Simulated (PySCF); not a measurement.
**Structure from 2D NMR**

Compound of formula C$_{5}$H$_{12}$Si. Correlations simulated from computed shifts and the bond graph:

HSQC (one-bond C–H):
```csv
δH,δC
6.53,148.8
6.30,139.1
5.95,139.1
0.09,-1.2
```

COSY cross peaks (H two or three bonds apart, from the bond graph; peaks can be absent where the dihedral angle is near 90°):
```csv
δH,δH
6.53,6.30
6.53,5.95
6.30,5.95
```

HMBC (two and three bonds, from the bond graph):
```csv
δH,δC
6.53,"139.1, -1.2"
6.30,148.8
5.95,148.8
0.09,"148.8, -1.2"
```

One computed conformer, averaged over atoms made equivalent by symmetry, fast rotation or ring inversion, gas phase, relativity neglected. GFN2-xTB geometry; GIAO PBE0/pcSseg-1 shieldings; PySCF 2.14.0 with density-fitted response routines.

δ = σ(ref) − σ, references computed at the same level: ¹H, ¹³C against TMS.

Exchangeable hydrogens are left out of these lists.

Problem. Which molecule is this?

Solution. SMILES C=C[Si](C)(C)C.

Mapped SMILES: `[CH2:1]=[CH:2][Si:3]([CH3:4])([CH3:5])[CH3:6]` (H(Xn): hydrogen on atom n). Ha(C1) is cis to Si3; Hb(C1) is trans to Si3.

- δC 148.8 is C2, an alkene CH (δH 6.53).
- δC 139.1 is C1, a terminal =CH2 carbon (δH 6.30, 5.95).
- δC -1.2 is C4/C5/C6, a methyl carbon bonded to Si (δH 0.09).
- COSY links 6.53–6.30, 6.53–5.95, 6.30–5.95.

The shifts were computed for this structure.

Shifts are as computed. Against solution values, carbons near 30 ppm lie about +3 ppm off and those near 130 ppm about +5 ppm. Of 1211 compounds with measured shifts, 218 miss one by over three times the rms of a fit or turn the order of signals round; such compounds aren't used in these exercises.
